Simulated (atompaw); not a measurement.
# Pseudopotential generation for W: PAW (atompaw), LDA (PW92), scalar-relativistic.

atompaw 4.2.0.5 was run on this input:

```
W 74
LDA-PW scalarrelativistic loggrid 2001 logderivrange -2 5 176
6 6 5 4 0 0
6 1 0
5 2 4
0 0 0
c
c
c
c
c
v
c
c
c
c
v
c
c
v
c
2
2.80 2.20 2.55 1.60
y
2.85
n
y
0.65
n
y
1.85
n
custom polynom2 7 10 vanderbiltortho sinc
3 0 vpsmatchnc
2.80
2.15
2.80
2.80
2.80
2.80
PWSCFOUT
UPFDX 0.0125d0 UPFXMIN -7.d0 UPFZMESH 74.d0
END
```

Command:

```bash
atompaw < W.input > W.log
```

The program printed (summary file):

```
Completed calculations for W (AE)

 Exchange-correlation type: LDA, Perdew-Wang correlation

 Radial integration grid is logarithmic
 r0 =   9.2376146E-05 h =   6.8358348E-03   n =      2001 rmax =   8.0000000E+01

 Scalar relativistic calculation

 AEatom converged in  40 iterations
   nz     =  74.00
   delta  =       4.535762073142E-16

 All Electron Orbital energies:
  n  l      occupancy      energy
  1  0      2.0000000E+00 -5.1037251E+03
  2  0      2.0000000E+00 -8.8097862E+02
  3  0      2.0000000E+00 -2.0285794E+02
  4  0      2.0000000E+00 -4.1799145E+01
  5  0      2.0000000E+00 -5.8283020E+00
  6  0      2.0000000E+00 -4.3387333E-01
  2  1      6.0000000E+00 -7.7072350E+02
  3  1      6.0000000E+00 -1.7021398E+02
  4  1      6.0000000E+00 -3.1087084E+01
  5  1      6.0000000E+00 -3.1888036E+00
  6  1      0.0000000E+00 -1.0752472E-01
  3  2      1.0000000E+01 -1.3260993E+02
  4  2      1.0000000E+01 -1.7511333E+01
  5  2      4.0000000E+00 -3.4391848E-01
  4  3      1.4000000E+01 -2.4593663E+00

 Total energy
   Total                    :   -32266.19224731190116

 ---
 Completed calculations for W (SC)

 Exchange-correlation type: LDA, Perdew-Wang correlation

 Radial integration grid is logarithmic
 r0 =   9.2376146E-05 h =   6.8358348E-03   n =      2001 rmax =   8.0000000E+01

 Scalar relativistic calculation

 SCatom converged in   3 iterations
   nz     =  74.00
   delta  =       5.871808392373E-17

 Valence Electron Orbital energies:
  n  l      occupancy      energy
   6  0      2.0000000E+00 -4.3387333E-01
   6  1      0.0000000E+00 -1.0752472E-01
   5  2      4.0000000E+00 -3.4391848E-01

 Total energy
   Total                    :   -32266.19224731369832
   Valence                  :     -635.52917637266921

 PAW parameters:
       lmax =            2
         rc =    2.8078971211369610
        irc =         1511
   rc_shape =    2.2103983269428364
    rc_vloc =    2.5516261370201683
    rc_core =    1.6029932585093722
   Vloc: VPS match (norm-conservation) with l= 3;e=   0.0000E+00
   Projector type: improved polynomial pseudization + Vanderbilt ortho.
   Sinc^2 compensation charge shape zeroed at   2.2104E+00

 Number of basis functions     6
 No.   n  nodes  l      Energy         Cp coeff         Occ
  1    6    5    0   -0.4338733E+00  0.7767955E+01  0.2000000E+01
  2  999    6    0    0.2850000E+01  0.1060430E+01  0.0000000E+00
  3    6    4    1   -0.1075247E+00  0.5270451E+03  0.0000000E+00
  4  999    5    1    0.6500000E+00  0.4985825E+02  0.0000000E+00
  5    5    2    2   -0.3439185E+00  0.8725561E+01  0.4000000E+01
  6  999    3    2    0.1850000E+01 -0.3159602E+01  0.0000000E+00

 Eigenvalues of overlap operator (in the basis of projectors):
    1        5.97420082E-01
    2        1.08452395E+00
    3        1.83358531E+00
    4        1.12452452E+02
    5        5.27545268E+03
    6        2.04643216E+04

 Orbital leakage outside PAW augmentation regions
   orb  is_core?  %out_of_sphere
   1 0    T           0.00
   2 0    T           0.00
   3 0    T           0.00
   4 0    T           0.00
   5 0    T           0.04
   6 0    F          57.56
   2 1    T           0.00
   3 1    T           0.00
   4 1    T           0.00
   5 1    T           0.45
   6 1    F          87.26
   3 2    T           0.00
   4 2    T           0.00
   5 2    F          18.49
   4 3    T           0.02

 Summary of PAW energies
   Total valence energy     :   -635.52921330417541
   Smooth energy            :     -4.92346911672480
   One center               :   -630.60574418745057
   Smooth kinetic           :      3.32300275272316
   Vloc energy              :     -0.41664057256096
   Smooth exch-corr         :    -14.23637285547384
   One-center xc            :   -612.32509784891033
```

Note: ghost states, extra bound levels that the all-electron valence spectrum of the same l lacks: s at -79.3 eV, p at -14.0 eV. A true bound ghost makes a file unfit for plane-wave use.

The run took about 9.8 s on one core of a shared server CPU.
